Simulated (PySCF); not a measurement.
C2H7GeN, SMILES [GeH2]([CH]=C)[NH2].

Geometry: PBE-D3(BJ)/def2-SVP. Other conformers were not sampled.

Calculation: PySCF with PBE-D3(BJ)/def2-SVP.

Frequencies are harmonic and unscaled.

| mode | ν (cm⁻¹) | IR (km/mol) | moving atoms (share of kinetic energy) |
|---|---|---|---|
| 1 | 76 | 0.4 | C 37 %, H 33 %, N 23 % |
| 2 | 164 | 12.8 | H 60 %, N 20 %, C 11 %, Ge 9 % |
| 3 | 175 | 20.3 | H 68 %, N 13 %, C 12 % |
| 4 | 257 | 1.9 | C 48 %, H 44 % |
| 5 | 439 | 24.3 | H 71 %, C 18 %, Ge 9 % |
| 6 | 498 | 47.0 | H 68 %, C 27 % |
| 7 | 560 | 43.2 | H 42 %, C 29 %, N 24 % |
| 8 | 578 | 166.3 | H 35 %, N 27 %, C 24 %, Ge 13 % |
| 9 | 669 | 29.4 | H 45 %, N 37 %, Ge 16 % |
| 10 | 692 | 8.8 | H 91 % |
| 11 | 779 | 119.0 | H 91 % |
| 12 | 813 | 50.7 | H 98 % |
| 13 | 914 | 14.8 | H 88 %, N 11 % |
| 14 | 936 | 28.7 | H 72 %, C 28 % |
| 15 | 968 | 7.5 | H 84 %, C 16 % |
| 16 | 999 | 11.3 | H 93 % |
| 17 | 1221 | 1.3 | H 73 %, C 27 % |
| 18 | 1365 | 9.0 | H 85 %, C 15 % |
| 19 | 1505 | 12.9 | H 92 %, N 8 % |
| 20 | 1616 | 2.6 | C 86 %, H 14 % |
| 21 | 2071 | 99.6 | H 99 % |
| 22 | 2083 | 136.2 | H 98 % |
| 23 | 3039 | 16.5 | H 95 % |
| 24 | 3066 | 6.5 | H 92 %, C 8 % |
| 25 | 3130 | 11.1 | H 89 %, C 11 % |
| 26 | 3427 | 7.2 | H 96 % |
| 27 | 3522 | 7.7 | H 92 %, N 8 % |
